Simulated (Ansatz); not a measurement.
Single points on S-phenylthianthrenium trifluoroacetate (C₂₀H₁₃F₃O₂S₂).

```yaml
crystal:
  periodic: [false, false, false]
  atoms:
    - {symbol: O, position_ang: [-2.157542, -2.038694, -1.369130]}
    - {symbol: C, position_ang: [-2.706862, -0.942284, -1.438083]}
    - {symbol: O, position_ang: [-2.313833, 0.179429, -0.977425]}
    - {symbol: C, position_ang: [-4.073332, -0.825975, -2.160555]}
    - {symbol: F, position_ang: [-5.031814, -0.428659, -1.297259]}
    - {symbol: F, position_ang: [-4.022992, 0.087758, -3.148915]}
    - {symbol: F, position_ang: [-4.469424, -1.983526, -2.699318]}
    - {symbol: C, position_ang: [-0.482613, 4.066811, 1.240082]}
    - {symbol: C, position_ang: [0.709576, 3.440244, 0.858545]}
    - {symbol: C, position_ang: [0.726143, 2.070579, 0.589139]}
    - {symbol: C, position_ang: [-0.466192, 1.346946, 0.704292]}
    - {symbol: S, position_ang: [-0.508175, -0.427513, 0.422892]}
    - {symbol: C, position_ang: [0.842754, -0.929139, 1.575875]}
    - {symbol: C, position_ang: [1.112728, -0.233039, 2.760021]}
    - {symbol: C, position_ang: [1.957053, -0.795234, 3.720397]}
    - {symbol: C, position_ang: [2.531115, -2.051469, 3.501074]}
    - {symbol: C, position_ang: [2.269594, -2.745296, 2.319727]}
    - {symbol: C, position_ang: [1.412055, -2.194108, 1.355047]}
    - {symbol: S, position_ang: [1.040962, -3.150088, -0.091116]}
    - {symbol: C, position_ang: [1.017365, -1.883538, -1.326626]}
    - {symbol: C, position_ang: [1.608796, -2.141249, -2.571619]}
    - {symbol: C, position_ang: [1.555598, -1.181405, -3.581874]}
    - {symbol: C, position_ang: [0.928782, 0.048770, -3.357055]}
    - {symbol: C, position_ang: [0.335178, 0.319889, -2.123639]}
    - {symbol: C, position_ang: [0.384899, -0.651774, -1.123652]}
    - {symbol: C, position_ang: [-1.668624, 1.958449, 1.067427]}
    - {symbol: C, position_ang: [-1.665143, 3.328346, 1.343881]}
    - {symbol: H, position_ang: [-0.489802, 5.140259, 1.449820]}
    - {symbol: H, position_ang: [1.633294, 4.018804, 0.769231]}
    - {symbol: H, position_ang: [1.653843, 1.569726, 0.298800]}
    - {symbol: H, position_ang: [0.653415, 0.741485, 2.942538]}
    - {symbol: H, position_ang: [2.160603, -0.248335, 4.644950]}
    - {symbol: H, position_ang: [3.194939, -2.491718, 4.250268]}
    - {symbol: H, position_ang: [2.730977, -3.718421, 2.129245]}
    - {symbol: H, position_ang: [2.108507, -3.099711, -2.734931]}
    - {symbol: H, position_ang: [2.011682, -1.395359, -4.552411]}
    - {symbol: H, position_ang: [0.879205, 0.797285, -4.152114]}
    - {symbol: H, position_ang: [-0.213830, 1.247335, -1.953741]}
    - {symbol: H, position_ang: [-2.589617, 1.373508, 1.088838]}
    - {symbol: H, position_ang: [-2.599268, 3.820913, 1.627375]}
basis:
  gaussian: {orbitals: def2-TZVP, fitting: {mean_field: def2-universal-jkfit}, initial_orbitals: start.molden}
hamiltonian: {xc: pbe0, dispersion: d4}
scf: {omitted_lower_state_checks: [starts]}
output: {orbitals: {seedname: orbitals}}
```

The file start.molden holds the orbitals of an earlier run on this structure, at another level or in another basis.

```sh
$ ansatz run in.yaml --threads 2 --pin off --events-out ev --progress --plain --max-ram 20480MiB --backend cuda --devices 0, --max-vram 18GiB
```

Output, abridged:

```
Functional definition: PBE0
2375 factors; integrals over basis functions are off by at most 1.6e0 eV
mean field evaluation 1: about -54816.7987 eV, gradient 3.4e2 eV
mean field evaluation 2: about -54834.4923 eV, gradient 1.6e1 eV
mean field evaluation 4: about -54834.8980 eV, gradient 4.6e-1 eV
mean field evaluation 8: about -54834.8994 eV, gradient 1.3e-5 eV
mean field -54834.89939364 eV, -2015.1453842865 hartree, gradient 1.3e-5 eV, S^2 0.000000; 0 other end points of the search recorded, 0 dependent functions left out
reference -54834.89945062 eV, -2015.1453863806 hartree; 104, 104 occupied and 823, 823 virtual orbitals, 2375 factors
Total energy: -54836.59604871 eV, -2015.2077352102 hartree
Checks for a lower state left out: starts
```

Hardware: 2 threads of AMD EPYC 7R13 on a shared host and a share (18 GiB) of an NVIDIA H100 80GB HBM3. Wall time 5.5 s, peak host memory 1.1 GiB.

First input, but with `gaussian: {orbitals: def2-SVP, initial_orbitals: start.molden}`, `correlation: {method: mp2}` and without the key `hamiltonian` (abridged; 4.4 s):

```
Functional definition: HF
mean field -54607.26580995 eV, -2006.7800043814 hartree, gradient 2.3e-6 eV, S^2 0.000000; unrestricted orbitals would lower it
mean field evaluation 16: about -54607.5872 eV, gradient 2.3e-1 eV
35 core orbitals not correlated: weight in the atoms' cores, before any rotation towards them, 1.000 or more for the frozen orbitals, at most 0.000 for the correlated occupied ones
second order -103.07854731 eV of doubles, -0.00000000 eV of singles
Total energy: -54710.34435726 eV, -2010.5680711260 hartree
Checks for a lower state left out: starts
```

As the first input, with `hamiltonian: {xc: r2scan, dispersion: d4}` (abridged; 6.5 s):

```
Functional definition: r2SCAN
mean field -54861.27287788 eV, -2016.1145919558 hartree, gradient 1.8e-5 eV, S^2 0.000000
Total energy: -54861.86393771 eV, -2016.1363130038 hartree
Checks for a lower state left out: starts
```

As the first input, with `gaussian: {orbitals: def2-SVP, fitting: {mean_field: def2-universal-jkfit}, initial_orbitals: start.molden}` (abridged; 3 s):

```
Functional definition: PBE0
mean field -54790.63630654 eV, -2013.5187458382 hartree, gradient 1.5e-5 eV, S^2 0.000000
Total energy: -54792.33295396 eV, -2013.5810964810 hartree
Checks for a lower state left out: starts
```

As the first input, with `hamiltonian: {xc: {name: revPBE}, dispersion: d4}` (abridged; 4.4 s):

```
Functional definition: revPBE
mean field -54865.49750964 eV, -2016.2698443092 hartree, gradient 2.7e-5 eV, S^2 0.000000
Total energy: -54871.00526176 eV, -2016.4722504663 hartree
Checks for a lower state left out: starts
```

Geometry: r2SCAN-D4/def2-SVP.

Correlated methods freeze 35 core orbitals. Single mean-field runs in def2-SVP, def2-TZVP are fitted with def2-universal-jkfit. At MP2/def2-SVP the restricted singlet (for correlated methods, its reference) is unstable: a solution with broken spin symmetry lies lower. In the singlet geometry the species has come apart into loosely held pieces.
